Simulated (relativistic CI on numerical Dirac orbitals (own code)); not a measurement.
## The 20-electron sequence from Ca I to Br XVI

Computed by Dirac-Coulomb-Breit CI, separate exchange-only KLI orbitals for each configuration, QED by a radiative potential, valence Slater integrals scaled by 0.9, P86 correlation energy added to each configuration (own radial code, finite nucleus).

Configurations in the expansion (outside the closed core [Ne]): 3s²3p⁶3d², 3s²3p⁶4s², 3s²3p⁶3d4s, 3s²3p⁵3d³, 3s3p⁶3d³, 3s²3p⁶3d4p, 3p⁶3d⁴, 3p⁵3d⁵. Double excitations out of closed p, d and f shells are left out; levels of such configurations are missing from the list, as are those of other unlisted configurations, and high levels can miss mixing partners.

Energies above each ion's lowest level, in eV. Levels are followed by their leading LS label, which can pass from one level to another where the coupling changes.

| Ion | 3s²3p⁶3d² ³F2 | 3s²3p⁶3d² ³F3 | 3s²3p⁶3d² ³F4 | 3s²3p⁶3d² ³P0 | 3s²3p⁶3d² ³P1 |
| --- | --- | --- | --- | --- | --- |
| Ca I | 5.5047 | 5.5044 | 5.504 | 5.9326 | 5.9321 |
| Sc II | 0.53518 | 0.54225 | 0.55144 | 1.5406 | 1.5428 |
| Ti III | 0 | 0.020026 | 0.045623 | 1.3848 | 1.3916 |
| V IV | 0 | 0.037317 | 0.084586 | 1.6921 | 1.7051 |
| Cr V | 0 | 0.059977 | 0.13517 | 1.9747 | 1.996 |
| Mn VI | 0 | 0.089207 | 0.19978 | 2.2476 | 2.2797 |
| Fe VII | 0 | 0.12633 | 0.28094 | 2.517 | 2.5634 |
| Co VIII | 0 | 0.17278 | 0.38132 | 2.7866 | 2.8512 |
| Ni IX | 0 | 0.23016 | 0.50379 | 3.0587 | 3.1466 |
| Cu X | 0 | 0.30022 | 0.65136 | 3.335 | 3.4521 |
| Zn XI | 0 | 0.38488 | 0.82721 | 3.6168 | 3.7705 |
| Ga XII | 0 | 0.48623 | 1.0347 | 3.9053 | 4.1043 |
| Ge XIII | 0 | 0.60654 | 1.2774 | 4.2015 | 4.4562 |
| As XIV | 0 | 0.74824 | 1.5587 | 4.5061 | 4.8288 |
| Se XV | 0 | 0.91394 | 1.8825 | 4.8199 | 5.2251 |
| Br XVI | 0 | 1.1064 | 2.2525 | 5.1434 | 5.648 |

In the calculation the lowest level changes from 3s²3p⁶4s² ¹S0 to 3s²3p⁶3d4s ³D1 at Sc II; from 3s²3p⁶3d4s ³D1 to 3s²3p⁶3d² ³F2 at Ti III.

Between Z = 32 and 35 the energy of 3s²3p⁶3d² ³F3 follows a local power law Z^6.7. For orientation: electrostatic splittings inside a shell grow about linearly with the screened charge, excitations that change n as its square, and fine structure as its fourth power; written in Z itself the exponents are larger, since the screened charge grows faster in proportion.

The members near neutrality are the least accurate: they can be off by several eV, miss lower levels of configurations outside the list, or start from a wrong lowest level.
